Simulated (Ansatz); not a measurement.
System: tribromo(chloro)germane, sum formula GeBr3Cl, charge 0, multiplicity 1. SMILES: [Br][Ge]([Cl])([Br])[Br]
Structure (B3LYP-D3(BJ)/def2-TZVP (Ansatz, an electronic-structure program) minimum search):
```xyz
5

Cl    -0.0238     0.0989     2.4149
Ge    -0.0027     0.0112     0.2731
Br     2.0502    -0.7499    -0.4242
Br    -1.6519    -1.4245    -0.4330
Br    -0.3843     2.1161    -0.5655
```
Charge 0, spin multiplicity 1.

Wanted: vertical ionisation energy (to the doublet state of charge +1; each state is the SCF solution reached for its spin; the molecule has degenerate orbitals, so one determinant may break the symmetry), in eV. Cores are frozen in the correlated levels unless marked. Open shells are spin-unrestricted. Spin-orbit coupling is left out. Frozen are the shells of the preceding noble gas and the d and f shells that filled before the atom's block. Non-relativistic. CBS(X,Y): correlation extrapolated as X^-3; Hartree-Fock from the larger set. The bracket is a focal-point correction in the basis named.

```json
[
 {"level": "SVWN5/def2-TZVPD", "program": "Ansatz", "vertical ionisation energy (eV)": "10.30"},
 {"level": "PBE/def2-TZVPD", "program": "Ansatz", "vertical ionisation energy (eV)": "10.11"},
 {"level": "B3LYP/def2-TZVPD", "program": "Ansatz", "vertical ionisation energy (eV)": "10.55"},
 {"level": "MP2/def2-TZVPPD", "program": "Ansatz", "vertical ionisation energy (eV)": "11.36"},
 {"level": "RI-MP2/def2-QZVPPD", "program": "Ansatz", "vertical ionisation energy (eV)": "11.46"},
 {"level": "RI-MP2/CBS(def2-TZVPPD,def2-QZVPPD)", "program": "Ansatz", "vertical ionisation energy (eV)": "11.55"},
 {"level": "RI-MP2/CBS(def2-TZVPPD,def2-QZVPPD)+[CCSD(T)-MP2]/def2-TZVPPD", "program": "Ansatz", "vertical ionisation energy (eV)": "11.27"}
]
```
